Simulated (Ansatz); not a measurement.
System: C₅H₇Si (charge 0, doublet). It need not be the lowest isomer of its formula. 
Geometry from a B3LYP-D3(BJ)/def2-TZVP (Ansatz, a program for electronic structure) optimisation:
SMILES: [SiH3]C1=CC[C]=C1
```xyz
13

Si     2.0390    -0.1897    -0.0236
C      0.1885    -0.0036    -0.0092
C     -0.6917    -0.8978     0.4934
C     -2.1087    -0.4016     0.3260
C     -1.8597     0.9034    -0.3468
C     -0.5732     1.1597    -0.5514
H      2.5573    -0.1578    -1.4130
H      2.6823     0.9193     0.7222
H      2.3978    -1.4812     0.6068
H     -0.4469    -1.8436     0.9561
H     -2.6238    -0.2888     1.2853
H     -2.7155    -1.0797    -0.2825
H     -0.1289     2.0275    -1.0152
```
Charge 0, spin multiplicity 2.

Total electronic energies in hartree. Correlated levels leave the core frozen unless marked. UHF or UKS for open shells. Spin-orbit coupling is left out. No relativistic terms. CBS(X,Y): correlation extrapolated as X^-3; Hartree-Fock from the larger set.

The UHF reference is spin-contaminated (<S^2> 0.50 over the pure value in the largest basis). 

```
level                                        program  energy (Eh)
------------------------------------  --------------  -----------
HF/6-31G                                      Ansatz   -482.10813
HF/cc-pwCVTZ                                  Ansatz   -482.32903
PBE-D3(BJ)/def2-TZVPD                 Ansatz + dftd3   -483.78057
BLYP-D3(BJ)/def2-TZVPD                Ansatz + dftd3   -484.11188
BLYP/def2-TZVPD                               Ansatz   -484.08577
BHLYP-D4/def2-TZVPD                   Ansatz + dftd4   -484.07606
LC-wPBE/def2-TZVPD                            Ansatz   -483.94917
wB97X-V/def2-TZVPD                            Ansatz   -484.07960
B2PLYP-D3(BJ)/def2-TZVPD              Ansatz + dftd3   -483.88653
B2PLYP/def2-TZVPD                             Ansatz   -483.87648
MP2/cc-pV(Q+d)Z                               Ansatz   -483.25406
SCS-MP2/STO-3G                                Ansatz   -476.87916
CCSD/STO-3G                                   Ansatz   -476.97763
CCSD/cc-pV(Q+d)Z                              Ansatz   -483.31745
CCSD(T)/CBS(cc-pV(T+d)Z,cc-pV(Q+d)Z)          Ansatz    -483.4043
```

Totals of different functionals don't rank their quality; only differences between species are comparable.
